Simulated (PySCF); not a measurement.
# Dipole response of Li⁺ (lithium, charge +1)

1s2, closed-shell 1S. All numbers are calculated (PySCF 2.14, no relativity, point nucleus, in aug-cc-pV5Z (7s6p5d4f3g2h, 127 functions)). Coupled (time-dependent) response in atomic units; α is the mean over directions.

```json
{"method": "UHF", "mean α (bohr³)": "0.1881", "C₆ (like pair)": "0.07344", "S(−4)": "0.02641"}
{"method": "PBE", "mean α (bohr³)": "0.2074", "C₆ (like pair)": "0.08418", "S(−4)": "0.03349"}
{"method": "PBE0", "mean α (bohr³)": "0.2016", "C₆ (like pair)": "0.08095", "S(−4)": "0.03122"}
{"method": "HSE06", "mean α (bohr³)": "0.2016", "C₆ (like pair)": "0.08097", "S(−4)": "0.03119"}
```

S(−4) is the Cauchy moment in α(ω) = α(0) + S(−4) ω² + …

α(iu) at HSE06:

```csv
u (hartree),α(iu) (bohr³)
0,0.2016
0.0500,0.2015
0.100,0.2013
0.200,0.2004
0.300,0.1989
0.500,0.1941
0.750,0.1857
1.00,0.1751
1.50,0.1511
2.00,0.1274
3.00,0.08900
5.00,0.04615
```

For an ion, C₆ is the dispersion term alone; charge-induced terms of lower order in 1/R come first.
